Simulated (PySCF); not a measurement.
## MO for M along the second period

CCSD(T) with triple-zeta basis sets in PySCF, for the lowest determinant that a PBE0 search found; no spin–orbit coupling. De refers to high-spin ground-configuration atoms.

```
 M         basis  reference, frozen orbitals  state (unpaired electrons)  Re (Å)  ωe (cm⁻¹)  De (eV)
Li  x2c-TZVPPall                      UHF, 1               doublet (π ↑)   1.694        822     3.34
Be  x2c-TZVPPall                      RHF, 1      singlet (closed shell)   1.346       1433     4.04
 B  x2c-TZVPPall                      UHF, 2               doublet (σ ↑)   1.213       1872     8.10
 C    def2-TZVPP                      RHF, 2      singlet (closed shell)   1.134       2155    10.92
 O    def2-TZVPP                      UHF, 2              triplet (π ↑↑)   1.212       1586     4.94
 F  x2c-TZVPPall                      UHF, 2               doublet (π ↑)   1.356       1089     2.05
```

The shortest bond is that of CO (1.134 Å), the longest that of LiO (1.694 Å). CO is bound most strongly (10.92 eV) and OF least (2.05 eV).

The rows differ in basis set, which adds steps of its own.

The state changes along the series, so neighbouring rows are not always alike in their bonding.

Correlated steps freeze the inner cores (1 to 2 orbitals); shallow outer-core shells are correlated. Where the molecule has an RHF reference, its open-shell atoms are computed with UHF. The CCSD T1 diagnostic is raised in BeO, a sign that a single reference may not be enough there. States were picked by a PBE0 search and need not be the measured ground states.
